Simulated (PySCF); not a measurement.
An unknown shows these calculated signals:

¹H NMR (400 MHz, computed): δ 9.35 (m, 2H), 4.60 (s, 6H).

¹³C{¹H} NMR (computed): δ 167.6 (C), 162.9 (CH).

Calculated, not measured (PySCF): NMR shieldings at PBE0/pcSseg-1/GIAO, geometry from GFN2-xTB. Averaged over atoms made equivalent by symmetry, fast rotation or ring inversion, single conformer, non-relativistic Hamiltonian, no solvent model.

Shifts are taken against calculated references (same method and geometry level): TMS for ¹H, ¹³C.

Which of these does the molecule contain: a Si–CH3 group, a Si–H bond, a methoxy group, a heteroaromatic ring, an OH group?

## Answers


- A Si–CH3 group: no.
- A Si–H bond: yes (δH 4.60 (s)).
- A methoxy group: no.
- A heteroaromatic ring: yes.
- An OH group: no.

The data belong to `[SiH3]c1cpcc([SiH3])n1`, C4H8NPSi2; they needn't prove each group on their own.

Carbon signals by region: 2 in the far downfield region (above 160 ppm). Above 160 ppm: 167.6, substituted aromatic carbon next to a ring nitrogen, 162.9, aromatic CH.

Splittings by ³¹P in the carbon and heteronuclear signals aren't shown, as no couplings were computed. Shifts are as computed. Against solution values, carbons near 30 ppm lie about +3 ppm off and those near 130 ppm about +5 ppm. Of 1211 compounds with measured shifts, 218 miss one by over three times the rms of a fit or turn the order of signals round; such compounds aren't used in these exercises. Multiplicities follow the n + 1 count of equivalent neighbours, as no J values were calculated; m marks all less simple cases, F and P coupling included.
